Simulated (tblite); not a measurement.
Compound: C₂H₄BClF₂.
Z-matrix (Å and degrees, GFN2-xTB geometry), rows numbered from 1:
```
F 
B   1  1.3146
F   2  1.3157  1  114.19
C   2  1.5811  1  122.23  3  -180.00
C   4  1.5231  2  113.94  1   179.69
Cl  5  1.7871  4  110.73  2  -179.83
H   4  1.0937  2  109.33  1    57.03
H   4  1.0937  2  109.21  1   -57.64
H   5  1.0890  4  111.44  2    61.54
H   5  1.0891  4  111.35  2   -61.15
```

Computed with GFN2-xTB (tblite): harmonic, unscaled wavenumbers at the GFN2-xTB geometry, gas phase. This tight-binding method is rough: wavenumbers can miss measured ones by several per cent, in bad cases by 10 to 20. One conformer, not necessarily the lowest.

Harmonic wavenumbers (cm⁻¹): 39.9, 76.2, 114.4, 247.2, 358.9, 404.2, 471.1, 723.1, 740.9, 776.7, 904.7, 1069.8, 1082.5, 1195.9, 1228.9, 1253.7, 1278.8, 1314.8, 1440.6, 1447.8, 2956.1, 2979.5, 2996.6, 2998.8.

A = 8458, B = 1055, C = 948.8 MHz; mass 112.006 u (most abundant isotopes); point group Cs, symmetry number 1.

Question: What is the zero-point energy?

Answer: Half the sum of the wavenumbers: 14051 cm⁻¹ = 40.17 kcal/mol.

Question: Entropy at 273.15 K, 1 bar (ideal gas, RRHO, classical rotation)?

Answer: Translation 39.65, rotation 27.77, vibration 16.87: S = 84.3 cal/(mol K).

Question: And Cp and H(273.15 K) − H(0)?

Answer: Cp = 23.06 cal/(mol K), of which vibrations give 15.11 (their classical limit is 24 R = 47.7); H(273.15 K) − H(0) = 4.42 kcal/mol without the zero-point energy, 2.25 from vibrations.

Question: What must be added to the electronic energy to get the Gibbs energy at 273.15 K and 1 bar?

Answer: ZPE + [H(273.15 K) − H(0)] − T·S = 40.17 + 4.42 − 23.02 = 21.57 kcal/mol.

Question: How do the functions run with temperature in this model?

Answer: 
```
T (K)  S (cal/(mol K))  Cp (cal/(mol K))  H − H(0) (kcal/mol)  G − H(0) (kcal/mol)  ln q(vib)
  100             66.1              14.7                 1.16                -5.44       1.49
  200             77.7              19.5                 2.87               -12.67       3.20
  300             86.5              24.4                 5.06               -20.89       4.75
  500            101.1              33.2                10.86               -39.71       7.62
  800            118.7              41.2                22.15               -72.79      11.56
 1000            128.3              44.6                30.75               -97.51      13.95
```

q(vib) and H(0) count from the zero-point level.

Hindered rotation and anharmonicity are outside this model. Other conformers, if any are populated, would add a mixing term that is left out.
